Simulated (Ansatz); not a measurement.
Geometry optimisation, Ansatz, RKS PBE0-D4/def2-mTZVP.

Input:

```yaml
crystal:
  periodic: [false, false, false]
  atoms:
    - { symbol: Ge, position_ang: [-0.046148, 0.197428, 0.144549] }
    - { symbol: C, position_ang: [-0.023703, 0.129544, 2.104305] }
    - { symbol: H, position_ang: [-0.710366, -0.627506, 2.482571] }
    - { symbol: H, position_ang: [0.975262, -0.084389, 2.483338] }
    - { symbol: H, position_ang: [-0.333858, 1.092367, 2.514453] }
    - { symbol: H, position_ang: [1.366045, -0.005791, -0.43457] }
    - { symbol: H, position_ang: [-0.561566, 1.573072, -0.328324] }
    - { symbol: H, position_ang: [-0.974329, -0.879974, -0.445564] }
    - { symbol: H, position_ang: [0.831392, -2.304953, 0.900814] }
    - { symbol: H, position_ang: [0.716771, -1.994098, 1.526727] }
basis:
  gaussian: { orbitals: def2-mTZVP }
hamiltonian:
  xc: pbe0
  dispersion: d4
relax:
  f_tol: 0.03
  max_steps: 50
output:
  orbitals: {}
```

Command:

```bash
$ ansatz run input.yaml --threads 1 --pin off --max-ram 2048MiB --backend cpu --events-out ev --progress --plain --runs-dir out
```

**Question.** Where does it end, and by what steps?

**Answer.** The forces met the threshold. The force dipped under the threshold on the way, but the program's further checks kept it going. After 21 steps the energy has fallen by 0.221 eV; H10 moved furthest, 1.29 Å.

```csv
step,energy less start (eV),largest force component (eV/Å),accepted
0,0.0000,1.221,yes
1,-0.1199,0.187,yes
2,-0.1604,0.116,yes
3,-0.1754,0.053,yes
4,-0.1804,0.081,yes
5,-0.1825,0.052,yes
6,-0.1734,0.644,no
7,-0.1889,0.069,yes
8,-0.1938,0.201,yes
9,-0.1958,0.438,yes
10,-0.2151,0.026,yes
11,-0.2164,0.266,yes
12,-0.2186,0.063,yes
13,-0.2193,0.026,yes
14,-0.2197,0.128,yes
15,-0.2200,0.068,yes
16,-0.2203,0.022,yes
17,-0.2201,0.191,no
18,-0.2206,0.055,yes
19,-0.2206,0.126,yes
20,-0.2209,0.034,yes
21,-0.2211,0.003,yes
```

```xyz
10
Properties=species:S:1:pos:R:3
Ge -0.126 0.403 0.145
C -0.133 0.378 2.099
H -1.146 0.241 2.479
H 0.486 -0.438 2.475
H 0.257 1.316 2.497
H 1.308 0.584 -0.390
H -0.993 1.561 -0.385
H -0.688 -0.918 -0.416
H 0.966 -2.893 0.915
H 1.309 -3.136 1.529
```

Whether the end is a true minimum wasn't checked by a vibrational analysis.

Run time: 63 s on 1 thread of Arm Neoverse V1, on a shared host, peak memory 0.15 GiB.
